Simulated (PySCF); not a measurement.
Correlation energy of In (indium, neutral)

[Kr] 4d10 5s2 5p1, 2P determinant. All numbers are calculated (PySCF 2.14, scalar relativity through the core potential, in cc-pVDZ-PP with ECP28MDF (4s3p2d, 23 functions)). Frozen: 4s2 4p6 4d10; 3 electrons correlated.

MP2 pair energies summed by pair of shells (mhartree):

```json
{"pair": "5s-5s", "energy": "-15.52", "share (%)": "61.1"}
{"pair": "5s-5p", "energy": "-9.86", "share (%)": "38.9"}
```

Total MP2 correlation energy: -25.38 mhartree.

Same-spin part -1.91 and opposite-spin part -23.47 mhartree; SCS-MP2 scales them by 1/3 and 6/5 to -28.81 mhartree.

```tsv
level	correlation energy (mhartree)
CCSD	-38.23
(T)	-0.41
CCSD(T)	-38.64
```

Diagnostics: T1 = 0.011, D1 = 0.0260, largest double amplitude 0.095.

Cost of the coupled-cluster step: 0.13 s of wall time on 1 thread of Neoverse-N1 (shared host), for 3 correlated electrons.
